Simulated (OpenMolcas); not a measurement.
# Pt2+: moving the ligands

Pt2+ with 6 ligands (fluoride) in trigonal prismatic coordination (D3h) at 2.11 Å, a polar angle of 49.6° against the regular 49.1°. A charge of +0.667 e stands 2.8 Å behind each ligand. Ligand basis ANO-RCC-VDZP.
```
Pt    0.0000    0.0000    0.0000
F     1.6066    0.0000    1.3678
F    -0.8033    1.3914    1.3678
F    -0.8033   -1.3914    1.3678
F     1.6066    0.0000   -1.3678
F    -0.8033    1.3914   -1.3678
F    -0.8033   -1.3914   -1.3678
```

```json
{
  "Program": "OpenMolcas 26.06",
  "Method": "CASSCF",
  "Basis": "ANO-RCC-VTZP [8s7p5d3f1g]",
  "Scalar Hamiltonian": "DKH2, point nucleus",
  "Active space": "8 electrons in 5 orbitals (5d)",
  "State averaging": "2S+1 = 3 even, 10 roots; 2S+1 = 1 even, 15 roots",
  "Spin-orbit coupling": "RASSI with atomic mean-field integrals over the reference wave functions"
}
```

Runs around this geometry, states (labels of D3, the rotations of D3h). Energies in cm-1 above the lowest state or level, χT in cm3 K/mol.

| R (Å) | Polar angle / regular | Ground state | First state of that spin | First gap with spin-orbit (degeneracies) | χT at 300 K | First state of another spin |
| --- | --- | --- | --- | --- | --- | --- |
| 2.06 | 1.01 | 3A2 | 3A1 9995 | 1247 (1, 2) | 0.816 | 1E 11620 |
| 2.11 | 1.01 | 3A2 | 3A1 8626 | 1232 (1, 2) | 0.890 | 1E 11769 |
| 2.25 | 1.01 | 3A2 | 3A1 5747 | 1106 (1, 2) | 1.160 | 1E 12107 |
| 2.11 | 1.111 | 3A2 | 3A1 6481 | 1299 (1, 2) | 0.900 | 1E 11745 |

Taking the first state of the same spin as R^-n, n = -ln(5747 / 9995) / ln(2.25 / 2.06) = 6.3 between the shortest and longest distance.

Without dynamic correlation the repulsion within the d shell is too large (B by tens of per cent), so at a given field states of lower spin stand too high. Real 4d8 and 5d8 ions are as a rule square planar and diamagnetic. With metal d orbitals alone the field can be off either way by tens of per cent. Ligand-to-metal charge-transfer states are missing. With no ligand orbital active B as a rule stays too high, so bands that hang on it stand too high and its fall with covalency is understated. No measured value stands beside these numbers; the geometry was imposed, not optimised, and the real ion may take another.
